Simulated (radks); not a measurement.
Results of a calculation; reference values are marked as such.
How relativity changes the ionisation of neutral ytterbium ([Xe] 4f14 6s2) to Yb+ ([Xe] 4f14 6s1). Spin-unpolarised spherical Kohn-Sham, PBEsol, point nucleus unless stated (finite: rms radius 5.3108 fm), a radial shooting solver on a logarithmic mesh with Libxc functionals. A level marked "c x" has the speed of light scaled by that factor.

level,E(Yb) (hartree),E(Yb+) (hartree),IE (eV),HOMO,<r> HOMO (bohr)
non-rel.,-13391.4947,-13391.2734,6.022,6s,4.236
scalar-rel.,-14055.4362,-14055.1957,6.545,4f,0.7914
"scalar-rel., finite nucleus",-14053.7750,-14053.5345,6.544,4f,0.7914
Dirac,-14071.5786,-14071.3378,6.551,4f7/2,0.8041
"Dirac, finite nucleus",-14069.9044,-14069.6637,6.550,4f7/2,0.8041
"Dirac, c x 1.5",-13670.7844,-13670.5558,6.218,6s1/2,4.104
"Dirac, c x 2",-13544.6649,-13544.4397,6.127,6s1/2,4.164

NIST Atomic Spectra Database: 6.254 eV (measured). The relativistic part of the total energy of Yb is -678.4 hartree (Dirac, finite nucleus), 5.1 % of the non-relativistic value. Spin polarisation and multiplet splitting of open shells are left out at every level.

Beside tabulated values, note that relativity, absent from the non-relativistic runs, is large for the heavy elements, and spin-unpolarised runs miss the spin-polarisation part of the exchange energy of open shells.
